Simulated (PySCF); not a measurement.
How methods differ on the ionisation energy of Fe²³⁺

Fe²³⁺ [He] 2s1 (2S) → Fe²⁴⁺ 1s2 (1S), as a difference of total energies. Computed with PySCF 2.14 in an uncontracted even-tempered set (17 s from 5.5 bohr⁻², ratio 2.2; 8 p from 8.6 bohr⁻², ratio 2.4; 6 d from 26 bohr⁻², ratio 2.4; 5 f from 39 bohr⁻², ratio 2.4; 4 g from 58 bohr⁻², ratio 2.4), with the non-relativistic Hamiltonian (point nucleus). Correlated levels: nothing frozen; virtual orbitals above 40 to 60 times the deepest correlated orbital energy dropped. The calculations carry no spin-orbit coupling.

```csv
method,ionisation energy (eV)
UHF,2024.6
LDA,2022.0
PBE,2026.8
PBE0,2026.3
r2SCAN,2023.4
M06-L,2021.3
revPBE,2026.9
MP2 (all electrons),2024.8
SCS-MP2 (all electrons),2024.7
```

These non-relativistic numbers lack the scalar-relativistic shift.

For comparison: 2045.8 eV (theoretical estimate listed by NIST; NIST Atomic Spectra Database, ionization energies).
